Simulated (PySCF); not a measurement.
B2H3OSi, CH6BOSi, BH5OSi2, B2H5OSi and others (calculated)

Computed with PySCF 2.14.0. Calculation on a computer-drawn molecule: optimised geometry and harmonic frequencies of an isolated molecule of the commonest isotopes, restricted reference for singlets and unrestricted otherwise, frozen core in MP2.

(1) B2H3OSi

Start structure:
```xyz
7
B2H3OSi
B     -0.0631     0.1014    -2.0747
Si    -0.8421     0.9946    -0.5403
B      0.3389     0.9395     1.0762
O      1.0455     0.9717     2.0544
H      1.1279     0.1448    -2.2837
H     -0.7442    -0.3515    -2.9682
H     -2.1761     0.4972    -0.0687
```

Here we set charge -1, multiplicity 1, method MP2 and basis aug-cc-pV(D+d)Z.

The calculation gives: rotational constants 22.16, 2.701, 2.407 GHz; total energy -415.4511 hartree; convergence status largest gradient component 2.392e-05 hartree/bohr.

Drawn bonds:
```csv
atom,other atom,order
1,2,1
2,3,1
3,4,2
1,5,1
1,6,1
2,7,1
```

Optimised structure:
```xyz
7
B2H3OSi
B     -0.0636     0.0995    -2.1504
Si    -0.7711     0.5308    -0.4500
B      0.3418     0.9331     1.1325
O      1.0408     1.1860     2.1275
H      1.1399     0.0595    -2.3097
H     -0.7908    -0.1404    -3.0946
H     -2.2102     0.6292    -0.0604
```

Modes:
```csv
frequency (cm⁻¹),reduced mass (dalton)
114,1.337
124.3,3.439
346.1,6.141
354.7,3.584
505.4,6.928
593.1,1.105
605.1,1.614
768.1,2.081
780.2,1.247
800.3,1.57
1147,1.24
1790,12.34
2204,1.041
2517,1.053
2589,1.125
```

(2) CH6BOSi

Start structure:
```xyz
10
CH6BOSi
B     -2.4374    -1.8103     0.2727
Si    -1.1514    -0.5606     0.8643
O      0.2672    -1.0677     0.1458
C      0.8810    -1.0078    -1.0303
H     -2.6617    -2.0313    -0.8125
H     -2.9499    -2.5086     1.1399
H     -0.5649    -0.4656     2.1626
H     -1.2203     0.8462     0.4893
H      0.4939    -0.2692    -1.8190
H      1.5236    -1.7810    -1.4126
```

Settings of this run: charge 0, multiplicity 2, method HF and basis cc-pV(D+d)Z.

It finds rotational constants 11.03, 3.894, 3.075 GHz; total energy -429.7953 hartree; spin squared 0.76; convergence status largest gradient component 8.493e-06 hartree/bohr.

Drawn bonds:
```csv
atom,other atom,order
1,2,1
2,3,1
3,4,1
1,5,1
1,6,1
2,7,1
2,8,1
4,9,1
4,10,1
```

Optimised structure:
```xyz
10
CH6BOSi
B     -2.4376    -1.7581     0.2621
Si    -0.8834    -0.6164     0.9083
O      0.5596    -0.9169     0.1311
C      0.7957    -0.8690    -1.2033
H     -2.3856    -2.4844    -0.6914
H     -3.4805    -1.7047     0.8560
H     -0.6079    -0.8763     2.3371
H     -1.2543     0.8124     0.7406
H      0.0355    -1.2722    -1.8669
H      1.8386    -0.9703    -1.4735
```

Modes:
```csv
frequency (cm⁻¹),reduced mass (dalton)
79.84,1.948
131.3,1.22
148.1,1.112
194.3,2.691
283.5,2.804
453,1.237
603.9,2.5
694.8,1.819
758.7,1.481
780,2.85
814.2,1.192
961.7,1.246
983,1.349
1013,1.067
1256,1.341
1264,1.173
1340,5.099
1586,1.129
2283,1.041
2325,1.039
2674,1.055
2750,1.124
3249,1.048
3388,1.121
```

(3) BH5OSi2

Start structure:
```xyz
9
BH5OSi2
B     -1.2764     0.7878     0.4306
Si    -0.0727    -0.5081     1.2943
O     -0.1646    -1.9264     0.4713
Si    -0.5440    -3.5652     0.3092
H     -2.1478     0.5691    -0.2600
H     -1.1852     1.9639     0.7068
H     -0.2808    -0.7408     2.6886
H      1.3915    -0.1837     1.0562
H     -0.8840    -3.8143     1.7177
```

It was run with charge 0, multiplicity 1, method HF and basis cc-pV(D+d)Z.

Results for BH5OSi2: rotational constants 14.02, 2.036, 1.876 GHz; total energy -680.3305 hartree; convergence status largest gradient component 3.296e-05 hartree/bohr.

Drawn bonds:
```csv
atom,other atom,order
1,2,1
2,3,1
3,4,1
1,5,1
1,6,1
2,7,1
2,8,1
4,9,1
```

Optimised structure:
```xyz
9
BH5OSi2
B     -1.2899     0.8426     0.4620
Si    -0.0160    -0.5672     1.1787
O     -0.1413    -2.0113     0.3641
Si    -0.5067    -3.6174     0.3775
H     -2.1113     0.6152    -0.3819
H     -1.2389     1.9589     0.9023
H     -0.2989    -0.7978     2.6187
H      1.3851    -0.1005     1.0508
H     -0.9461    -3.7400     1.8424
```

Modes:
```csv
frequency (cm⁻¹),reduced mass (dalton)
36.39,2.597
114,1.507
139,1.694
169.5,1.574
253.3,2.747
451.4,1.221
561,3.519
662.1,3.755
697,1.799
810,1.121
946.1,1.194
980,1.281
983.3,1.346
1017,1.127
1070,4.894
1264,1.164
2040,1.044
2283,1.045
2301,1.035
2675,1.055
2753,1.124
```

(4) B2H5OSi

Start structure:
```xyz
9
B2H5OSi
B     -3.0688     0.8233     0.9925
Si    -2.5457     2.2057    -0.1919
B     -1.4768     1.6241    -1.9143
O     -0.8986     1.2201    -2.8849
H     -2.8067    -0.3218     0.8569
H     -3.5938     0.9970     2.0462
H     -3.6822     2.9467    -0.7790
H     -1.5630     3.2271     0.3246
H     -0.4749     1.0503    -3.7082
```

Here we set charge 1, multiplicity 1, method HF and basis cc-pV(D+d)Z.

The calculation gives: rotational constants 13.37, 2.606, 2.239 GHz; total energy -415.8282 hartree; convergence status largest gradient component 1.94e-05 hartree/bohr.

Drawn bonds:
```csv
atom,other atom,order
1,2,1
2,3,1
3,4,1
1,5,1
1,6,1
2,7,1
2,8,1
4,9,1
```

Optimised structure:
```xyz
9
B2H5OSi
B     -3.0222     0.7536     1.0408
Si    -2.5411     2.2990    -0.2154
B     -1.5280     1.5532    -1.8702
O     -0.9311     1.0311    -2.8219
H     -2.7461    -0.3781     0.7897
H     -3.5981     1.0415     2.0435
H     -3.6798     2.9675    -0.8720
H     -1.5511     3.2627     0.2997
H     -0.5132     1.2419    -3.6525
```

Modes:
```csv
frequency (cm⁻¹),reduced mass (dalton)
101.7,1.13
116.3,3.326
121.2,1.034
252.1,2.27
339.7,1.939
423.2,8.559
436,1.456
450.6,1.616
604.1,2.601
693.3,1.719
721.6,1.181
864.2,1.216
975.1,1.342
983.5,1.051
1245,1.123
1811,9.152
2348,1.028
2361,1.053
2730,1.048
2841,1.131
4056,1.074
```

(5) AlBH5NSi

Start structure:
```xyz
9
AlBH5NSi
B     -2.6857    -0.7618    -0.3879
Si    -2.4571     0.3771     1.1661
N     -0.9664     1.2830     0.7207
Al     0.6145     1.7622     1.4221
H     -3.2615    -0.5026    -1.3022
H     -2.2076    -1.8898    -0.3377
H     -1.9780    -0.1718     2.4846
H     -3.4408     1.4609     1.4365
H     -1.0340     1.6012    -0.2548
```

Settings of this run: charge 0, multiplicity 1, method HF and basis cc-pV(D+d)Z.

Drawn bonds:
```csv
atom,other atom,order
1,2,1
2,3,1
3,4,1
1,5,1
1,6,1
2,7,1
2,8,1
3,9,1
```

(6) BH4OSi

Start structure:
```xyz
7
BH4OSi
B     -1.4304    -3.3133     0.1200
Si    -1.4397    -1.9052     1.5603
O     -0.1305    -1.1230     1.6194
H     -1.7034    -3.1097    -0.9851
H     -1.0780    -4.4421     0.3525
H     -1.9082    -2.5382     2.8366
H     -2.7051    -1.0633     1.2844
```

Here we set charge -1, multiplicity 1, method HF and basis aug-cc-pV(D+d)Z.

Drawn bonds:
```csv
atom,other atom,order
1,2,1
2,3,1
1,4,1
1,5,1
2,6,1
2,7,1
```

Q: What total energy does the calculation give for AlBH5NSi (entry 5)?
A: -612.9113 hartree

Q: Estimate the rotational constants of AlBH5NSi (entry 5).
A: 15.1, 1.925, 1.834 GHz

Q: What rotational constants does the calculation give for BH4OSi (entry 6)?
A: 20.42, 6.87, 5.703 GHz

Q: Estimate the total energy of BH4OSi (entry 6).
A: -390.8173 hartree

Further results for AlBH5NSi (entry 5):

* convergence status largest gradient component: 1.16e-05 hartree/bohr

Optimised structure:
```xyz
9
AlBH5NSi
B     -2.7462    -0.8991    -0.3500
Si    -2.2078     0.4177     1.1082
N     -0.9222     1.5045     0.6661
Al     0.6210     1.9219     1.5237
H     -2.5740    -0.6637    -1.5166
H     -3.2940    -1.9342    -0.0808
H     -1.7437    -0.2970     2.3282
H     -3.4621     1.1360     1.4842
H     -1.0875     1.9723    -0.2155
```

Modes:
```csv
frequency (cm⁻¹),reduced mass (dalton)
74.81,4.284
106.2,1.122
140,3.454
220.2,2.618
436,1.368
452.1,1.153
574.2,2.662
651.1,3.992
714.7,1.694
801.7,1.192
899.4,3.808
946,1.234
992.9,1.313
1026,1.059
1153,1.35
1267,1.161
2233,1.043
2268,1.035
2662,1.055
2735,1.124
3701,1.074
```

Further results for BH4OSi (entry 6):

* convergence status largest gradient component: 2.732e-05 hartree/bohr

Optimised structure:
```xyz
7
BH4OSi
B     -1.4375    -3.3351     0.1309
Si    -1.4788    -1.8705     1.5797
O     -0.1010    -1.1289     1.6144
H     -1.7167    -3.1285    -1.0330
H     -1.0321    -4.4617     0.3351
H     -1.9195    -2.5564     2.8712
H     -2.7096    -1.0138     1.2899
```

Modes:
```csv
frequency (cm⁻¹),reduced mass (dalton)
118.5,1.06
181.7,4.006
454.3,1.058
609.1,4.01
758,1.44
810.3,1.139
891.9,1.29
988.2,1.318
1044,1.183
1101,4.9
1264,1.172
1982,1.044
2058,1.029
2548,1.057
2580,1.119
```
